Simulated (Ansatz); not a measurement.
Cost and result up the ladder for In₄P₂Cl₆ (the lowest singlet isomer of a short search) (12 atoms). Charge 0, multiplicity 1. Geometry: r2SCAN-D4/def2-SVP.

```tsv
atom	x (Å)	y (Å)	z (Å)
In1	0.872	-1.931	0.210
In2	-0.659	0.632	2.003
In3	-2.046	-0.294	-0.756
In4	0.784	1.722	-0.971
P5	-1.352	-1.759	1.271
P6	-1.445	2.108	0.019
Cl7	2.509	2.721	-2.173
Cl8	-0.250	1.357	4.199
Cl9	-3.585	-0.871	-2.434
Cl10	2.656	-3.367	-0.207
Cl11	0.481	-0.676	-2.123
Cl12	2.035	0.359	0.963
```

Ansatz on 4 threads of Arm Neoverse V2 on a shared host. Times are rough, and most runs start from the orbitals of an earlier one. PBE0-D4/def2-SVP serves as the yardstick here, not as an exact answer. Differences are given only for rows in sets of like size (and for xTB, whose basis is part of the method), since another set adds its own error. Binding counts from free atoms at the same level (In doublet, P quartet, Cl doublet; other spins of the atoms weren't run), without zero-point energy or a counterpoise term.

In the def2 sets In takes a core potential, while STO-3G treats all electrons; there is no spin–orbit coupling. Correlated methods freeze 56 core orbitals; core or outer-core shells of In are correlated, in sets that lack core-valence functions. The structure comes from a short search, and lower isomers may exist.

Correlated methods converge slowly with the basis, most of all in double-zeta sets.

| level | functions | wall time |
| --- | --- | --- |
| PBE-D4/def2-SVP (with forces) | 248 | 8.5 s |
| HF/STO-3G | 180 | 11 s |
| MP2/def2-SVP | 248 | 19 s |
| PBE0-D4/def2-SVP | 248 | 21 s |
| r2SCAN-D4/def2-SVP | 248 | 23 s |

Estimate what each level gives for the binding energy per atom (eV).


```
                        level  binding energy per atom (eV)  difference from PBE0-D4/def2-SVP (eV)
PBE-D4/def2-SVP (with forces)                          2.83                                   0.06
                    HF/STO-3G                          3.54                                      –
                 MP2/def2-SVP                          2.62                                  -0.15
             PBE0-D4/def2-SVP                          2.77                                   0.00
           r2SCAN-D4/def2-SVP                          2.78                                   0.01
```
